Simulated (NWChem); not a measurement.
Polarisability of hydrogen selenide (H2Se)

```xyz
3

Se     0.0000     0.0000     0.0571
H      1.0502     0.0000    -0.9703
H     -1.0502     0.0000    -0.9703
```
Charge 0, spin multiplicity 1.

All runs are NWChem calculations. Structure: optimised with PBE0/def2-SVP, a minimum by its harmonic frequencies.

Basis set: def2-SVPD. The field's frequency is 0.0773 Ha (589 nm).

The Hamiltonian is non-relativistic. The correlated methods keep 9 core orbitals frozen. B3LYP has NWChem's definition, with VWN1-RPA local correlation. No row is a measurement; the coupled-cluster row has its own basis-set and correlation limits.

```tsv
method	isotropic polarisability (bohr³)
B3LYP	…
PBE	…
LDA (SVWN5)	33.95
CCSD linear response	…
HF	…
```

Question: Fill in the missing entries.

Answer: 
- B3LYP, isotropic polarisability (bohr³): 32.98
- PBE, isotropic polarisability (bohr³): 33.74
- CCSD linear response, isotropic polarisability (bohr³): 32.31
- HF, isotropic polarisability (bohr³): 31.32
